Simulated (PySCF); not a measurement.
## Ionising CsO

PBE0; basis Cs def2-SVP with ECP46, O def2-SVP; scalar-relativistic core potentials; PySCF 2.14. Neutral (UKS): doublet (π ↑), Re = 2.557 Å, ωe = 352 cm⁻¹, De = 2.56 eV, HOMO -4.09 eV, LUMO -1.03 eV.

CsO⁺ (UKS): triplet (π ↑↑), Re = 3.309 Å, ωe = 111 cm⁻¹, De = 0.22 eV to Cs⁺ + O. The energies at the minima are -95.15905 hartree for CsO and -94.92977 for CsO⁺.

(1) Work out the adiabatic ionisation energy, without and with harmonic zero-point energies (1 hartree = 27.2114 eV, 1 eV = 8065.5 cm⁻¹), and the change of the bond length.

Weak bonds: CsO⁺. Basis-set superposition, not corrected here, can be much of De in a small basis, most of all at correlated wavefunction levels. Spin–orbit coupling is left out, which matters for elements this heavy, above all for dissociation energies. For an ion De counts to the pair picked by the measured ionisation energies or electron affinities, which need not be the lowest pair at this level. States were picked by a PBE0 search and need not be the measured ground states.

## Answers

(1) At PBE0: 0.22928 hartree = 6.239 eV between the minima; the zero-point term (111.0 − 352.0)/2 cm⁻¹ = -0.015 eV makes it 6.224 eV. Re changes by +75.2 pm against the neutral. The electron leaves a π orbital, and the ion is left as a loose complex of an ion and an atom.
